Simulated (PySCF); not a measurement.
Sn(OMe)2 (C2H6O2Sn), SMILES C[O][Sn][O]C (connectivity only; charge and spin as stated), neutral, multiplicity 1.

Geometry optimised at PBE0-D3(BJ)/def2-SVP. The structure was generated by enumeration; whether it is a known compound was not checked. The def2 effective core potentials stand for the cores of Sn; spin–orbit coupling is left out. The values are those of a single conformer.

Two levels are set side by side: TDA-PBE/def2-SVPD (PySCF) and TDA-CAM-B3LYP/def2-SVPD (PySCF). Vertical, same geometry. The lowest singlet is HOMO→LUMO 100 % with PBE and HOMO→LUMO 98 % with the other functional; states are paired by order. Differences are taken from unrounded values.

```
quantity                               TDA-CAM-B3LYP
-------------------------------------  -------------
lowest singlet excitation (eV)                  4.37
lowest triplet excitation (TDA) (eV)            3.62
first bright state (f over 0.05) (eV)           4.84
its oscillator strength                         0.07
```

What does TDA-PBE give, and how far is it from TDA-CAM-B3LYP? (An estimate is asked for; the answer gives what the named calculation found.)


| quantity | TDA-PBE | TDA-PBE minus TDA-CAM-B3LYP |
|---|---|---|
| lowest singlet excitation (eV) | 3.39 | -0.98 |
| lowest triplet excitation (TDA) (eV) | 3.16 | -0.46 |
| first bright state (f over 0.05) (eV) | 4.67 | -0.17 |
| its oscillator strength | 0.08 | 0.01 |

Functionals without exact exchange tend to place singlet excitations lower, as here. Differences between two approximate levels are no errors against the true value.

Rough cost on one machine, each run with all the roots and properties that it gave: TDA-CAM-B3LYP against TDA-PBE about 3 times.
